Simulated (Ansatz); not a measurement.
Harmonic frequencies (cm⁻¹) at PBE0-D4/def2-TZVP from Ansatz: 76, 203, 471, 482, 657, 771, 812, 874, 876, 1113, 1251, 2144, 2148, 2192, 3069.

Which molecule is it?
A. `ClC[SiH2]Cl`
B. `S=[CH][GeH3]`
C. `[CH2]1[S][GeH2]1`
D. `C[S][GeH]`

B.
